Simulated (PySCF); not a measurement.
This PySCF input asks for the NMR shieldings of SMILES CCCP(P)CP, C4H13P3; the geometry comes from GFN2-xTB.

```python
import basis_set_exchange as bse
import numpy as np
from pyscf import gto, dft
from pyscf.prop import nmr

atoms = """
C    -2.898443   -0.714934   -0.424421
C    -1.476375   -0.199889   -0.607479
C    -0.952341    0.439918    0.674540
P     0.820889    1.018166    0.659242
P     1.086473    1.452801   -1.452124
C     1.694680   -0.636898    0.636326
P     3.153313   -0.535295   -0.505338
H    -3.259364   -1.167729   -1.344925
H    -2.937318   -1.462842    0.365446
H    -3.567360    0.100565   -0.157111
H    -1.460822    0.541826   -1.412624
H    -0.826194   -1.024899   -0.910422
H    -1.558150    1.316910    0.925103
H    -1.035977   -0.258769    1.514458
H     0.251012    2.571516   -1.380564
H     2.216158    2.234168   -1.205801
H     2.008199   -0.895270    1.651687
H     1.025839   -1.418860    0.264176
H     3.803541   -1.666587   -0.007533
H     3.907090    0.316781    0.304631
"""
names = dict.fromkeys(["C", "P", "H"], "pcSseg-1")
basis = {el: gto.basis.parse(bse.get_basis(n, elements=[el], fmt="nwchem")) for el, n in names.items()}
mol = gto.M(atom=atoms, basis=basis, charge=0, verbose=0)
mf = dft.RKS(mol, xc="PBE0")
mf.grids.level = 2
mf.grids.alignment = dft.numint.BLKSIZE   # the property module wants whole blocks of grid points
mf.conv_tol = 1e-9
mf.kernel()

calc = nmr.RKS(mf)   # GIAO
C = mf.mo_coeff
Co = C[:, mf.mo_occ > 0]
resp = mf.gen_response(singlet=True, hermi=2)
def vind(x):   # induced exchange potential for any number of trial vectors
    d = np.einsum("pi,xij,qj->xpq", C, 2 * x.reshape(-1, C.shape[1], Co.shape[1]), Co, optimize=True)
    return np.einsum("xpq,pi,qj->xij", resp(d - d.transpose(0, 2, 1)), C, Co, optimize=True).ravel()
mo1, _ = nmr.rhf.solve_mo1(calc, with_cphf=vind)
sigma = calc.kernel(mo1)
for i, s in enumerate(sigma):   # ppm
    print("%2d %-2s %9.2f" % (i, mol.atom_pure_symbol(i), np.trace(s) / 3))
```

**Question.** What does it print?

**Answer.** 
```
 0 C     168.26
 1 C     165.71
 2 C     154.30
 3 P     391.10
 4 P     555.35
 5 C     177.66
 6 P     516.53
 7 H      30.28
 8 H      30.85
 9 H      30.77
10 H      30.30
11 H      30.24
12 H      30.12
13 H      30.49
14 H      29.93
15 H      29.57
16 H      29.57
17 H      30.54
18 H      28.73
19 H      29.35
```

These numbers come from an equivalent density-fitted implementation of the same equations, which agrees with the script to about 0.01 ppm for H and up to a few tenths of a ppm for heavy atoms, so last digits may differ.

Size and cost of the density-fitted run: 205 basis functions, 44 s wall time on 1 thread of an Arm Neoverse V1, shared host; peak memory 0.93 GiB.
